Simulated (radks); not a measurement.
Results of a calculation; reference values are marked as such.
How relativity changes the ionisation of the europium ion Eu+ ([Xe] 4f7 6s1) to Eu2+ ([Xe] 4f7). Spin-unpolarised spherical Kohn-Sham, PBE, point nucleus unless stated (finite: rms radius 5.1115 fm), a radial shooting solver on a logarithmic mesh with Libxc functionals. A level marked "c x" has the speed of light scaled by that factor and shares open shells by 2j + 1; other Dirac levels either fill j = l - 1/2 first or share by 2j + 1.

non-rel.: E(Eu+) (hartree) -10425.9294; E(Eu2+) (hartree) -10425.5411; IE (eV) 10.567; HOMO 6s; <r> HOMO (bohr) 4.084
scalar-rel.: E(Eu+) (hartree) -10843.8421; E(Eu2+) (hartree) -10843.4292; IE (eV) 11.235; HOMO 6s; <r> HOMO (bohr) 3.859
scalar-rel., finite nucleus: E(Eu+) (hartree) -10843.0765; E(Eu2+) (hartree) -10842.6636; IE (eV) 11.234; HOMO 6s; <r> HOMO (bohr) 3.860
Dirac, 2j+1 shares: E(Eu+) (hartree) -10851.9377; E(Eu2+) (hartree) -10851.5249; IE (eV) 11.235; HOMO 6s1/2; <r> HOMO (bohr) 3.861
Dirac, low j first: E(Eu+) (hartree) -10852.0056; E(Eu2+) (hartree) -10851.5931; IE (eV) 11.226; HOMO 4f7/2; <r> HOMO (bohr) 0.9815
Dirac, 2j+1 shares, finite nucleus: E(Eu+) (hartree) -10851.1677; E(Eu2+) (hartree) -10850.7549; IE (eV) 11.234; HOMO 6s1/2; <r> HOMO (bohr) 3.861
Dirac, c x 0.85: E(Eu+) (hartree) -11044.0594; E(Eu2+) (hartree) -11043.6340; IE (eV) 11.577; HOMO 4f7/2; <r> HOMO (bohr) 1.011
Dirac, c x 1.5: E(Eu+) (hartree) -10603.8523; E(Eu2+) (hartree) -10603.4542; IE (eV) 10.832; HOMO 6s1/2; <r> HOMO (bohr) 3.991
Dirac, c x 100: E(Eu+) (hartree) -10425.9677; E(Eu2+) (hartree) -10425.5793; IE (eV) 10.567; HOMO 6s1/2; <r> HOMO (bohr) 4.084

NIST Atomic Spectra Database: 11.24 eV (semi-empirical). The relativistic part of the total energy of Eu+ is -425.2 hartree (Dirac, 2j+1 shares, finite nucleus), 4.1 % of the non-relativistic value. Spin polarisation and multiplet splitting of open shells are left out at every level.

Beside tabulated values, note that relativity, absent from the non-relativistic runs, is large for the heavy elements, and spin-unpolarised runs miss the spin-polarisation part of the exchange energy of open shells.
